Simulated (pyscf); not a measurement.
**H₂N–Si(SiH₃)(SiH₃)–SiH₂–OH, singlet**

Gas-phase minimum from PySCF at ωB97X-D3(BJ)/def2-SVP, one conformer. 

SMILES: N[Si]([SiH3])([SiH3])[SiH2]O
```xyz
17

N     -0.7712    -1.6621     1.3971
Si    -0.5196    -0.5194     0.0997
Si     1.0633     1.0755     0.7153
Si     0.2127    -1.3538    -1.9664
Si    -2.4071     0.7409    -0.4311
O     -1.8353     1.9577    -1.4373
H      0.0401    -2.0977     1.8253
H     -1.5290    -2.3336     1.3206
H      0.5142     2.0328     1.7195
H      2.2768     0.4193     1.2931
H      1.4783     1.8315    -0.5041
H      1.6281    -1.8338    -1.9482
H      0.1238    -0.2358    -2.9639
H     -0.6553    -2.4667    -2.4608
H     -3.4763    -0.0755    -1.0897
H     -2.9968     1.4162     0.7559
H     -1.2878     1.6779    -2.1788
```
Charge 0, spin multiplicity 1.

Bonds (Å): N1–Si2 1.747, N1–H7 1.016, N1–H8 1.015, Si2–Si3 2.330, Si2–Si4 2.345, Si2–Si5 2.331, Si3–H9 1.492, Si3–H10 1.496, Si3–H11 1.494, Si4–H12 1.495, Si4–H13 1.501, Si4–H14 1.495, Si5–O6 1.679, Si5–H15 1.498 (the first ones only). Bond angles (°): Si2–N1–H7 118.6, Si2–N1–H8 119.0, H7–N1–H8 110.1, N1–Si2–Si3 110.4, N1–Si2–Si4 117.8, N1–Si2–Si5 114.0, Si3–Si2–Si4 105.3, Si3–Si2–Si5 103.9, Si4–Si2–Si5 104.2, Si2–Si3–H9 111.5, Si2–Si3–H10 110.7, Si2–Si3–H11 108.6, H9–Si3–H10 108.7, H9–Si3–H11 109.1 (the first ones only).

Properties at ωB97X-D3(BJ)/def2-SVP:

| Item | Value |
|---|---|
| Harmonic wavenumbers, unscaled | 32, 72, 89, 92, 111, 121, 139, 156, 196, 229, 254, 359, 415, 430, 454, 477, 521, 543, 571, 577, 715, 815, 842, 844, 871, 884, 895, 927, 947, 951, 953, 956, 970, 1560, 2200, 2213, 2230, 2233, 2238, 2243, 2253, 2274, 3604, 3697, 3921 cm⁻¹ |
| Zero-point energy | 68.7 kcal/mol |
| Rotational symmetry number | 1 |
| Entropy of this conformer at 298 K and 1 atm, rigid rotor and harmonic oscillator, modes under 100 cm⁻¹ raised to 100 | 463.3 J/(mol K) |
| Dipole moment | 2.47 D |

Single-point totals, which compare only within one level:

```json
[
 {"level": "ωB97X-D3(BJ)/def2-TZVP", "total energy (hartree)": "-1294.87531"},
 {"level": "PBE/def2-TZVP", "total energy (hartree)": "-1293.95293"},
 {"level": "r²SCAN/def2-TZVP", "total energy (hartree)": "-1294.54024"},
 {"level": "B3LYP-D3(BJ)/def2-TZVP", "total energy (hartree)": "-1294.84116"},
 {"level": "PBE0-D3(BJ)/def2-TZVP", "total energy (hartree)": "-1294.09609"},
 {"level": "M06-2X/def2-TZVP", "total energy (hartree)": "-1294.56332"},
 {"level": "ωB97M-D3(BJ)/def2-TZVP", "total energy (hartree)": "-1294.91032"}
]
```

The lowest mode is so soft that the shape along it may change with the basis. Soft torsions are taken as harmonic, which can shift the entropy by several J/(mol K).
